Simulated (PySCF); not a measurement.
**Where the electron goes**

Compound: C3H12BPSi.
Z-matrix (Å and degrees, PBE0-D3(BJ)/def2-SVP geometry), rows numbered from 1:
```
C 
C   1  1.5242
B   2  1.5762  1  117.80
C   3  1.5714  2  121.80  1    16.03
P   3  1.9103  2  119.38  1  -162.06
Si  5  2.2470  3   99.73  2  -123.55
H   1  1.1011  2  111.73  3   -55.79
H   1  1.1010  2  111.98  3  -176.11
H   1  1.1016  2  111.40  3    63.86
H   2  1.1047  1  110.95  3  -127.99
H   2  1.1106  1  109.96  3   118.32
H   4  1.0989  3  116.09  2  -177.27
H   4  1.1040  3  109.90  2   -53.64
H   4  1.1059  3  108.52  2    60.79
H   5  1.4266  3  101.69  2   -22.60
H   6  1.4938  5  108.68  3   165.10
H   6  1.4933  5  107.93  3   -76.63
H   6  1.4969  5  114.24  3    43.98
```

Computed with TDDFT CAM-B3LYP/def2-SVPD, vertical, gas phase, core orbitals frozen in the response in PySCF 2.14.0, density-fitted response routines.

Kohn–Sham orbitals with the atoms that hold most of them (Löwdin shares over 4%, at most four atoms; ? is withheld):

| orbital | ε (eV) | atoms |
| --- | --- | --- |
| HOMO-3 | -10.80 | Si6 20%, P5 20%, H17 17%, H15 11% |
| HOMO-2 | -10.16 | C4 22%, B3 21%, C2 16%, P5 9% |
| HOMO-1 | -9.50 | ? |
| HOMO | ? | P5 58%, B3 14%, Si6 9%, H15 5% |
| LUMO | 0.11 | ? |
| LUMO+1 | 0.85 | B3 30%, Si6 14%, P5 6%, C4 5% |
| LUMO+2 | 1.19 | Si6 33%, P5 21%, H18 11%, H17 8% |

(1) Which atoms hold the LUMO, and with what shares?

(2) Which atoms hold the HOMO-1, and with what shares?

(3) What is the HOMO energy, and the HOMO–LUMO gap?

Answers

(1) B3 (bonded to 2 C and P) 36%; P5 (bonded to B, Si and H) 16%; Si6 (bonded to P and 3 H) 10%; C4 (bonded to B and 3 H) 10%.

(2) P5 (bonded to B, Si and H) 31%; Si6 (bonded to P and 3 H) 17%; B3 (bonded to 2 C and P) 16%; C2 (bonded to B, C and 2 H) 12%.

(3) ε(HOMO) = -8.31 eV; the gap is 8.41 eV (0.3092 hartree).

Q: The HOMO–LUMO gap is 8.41 eV. Where does the response calculation put the lowest singlet, and from which orbitals?

A: S1 is at 5.06 eV (f = 0.046), 3.35 eV below the gap, made of HOMO→LUMO (87%). 

Q: One configuration dominates each of S1, S2 and S4. Which, and how do the shares of the two leading atoms of either orbital change from the occupied to the empty one?

A: 
- S1 (5.06 eV, f 0.046), HOMO→LUMO (87%): P5 58% → 16%, B3 14% → 36%
- S2 (6.06 eV, f 0.089), HOMO-1→LUMO (81%): P5 31% → 16%, Si6 17% → 10%, B3 16% → 36%
- S4 (6.32 eV, f 0.011), HOMO-2→LUMO (87%): C4 22% → 10%, B3 21% → 36%, P5 9% → 16%

One conformer stands for the species.
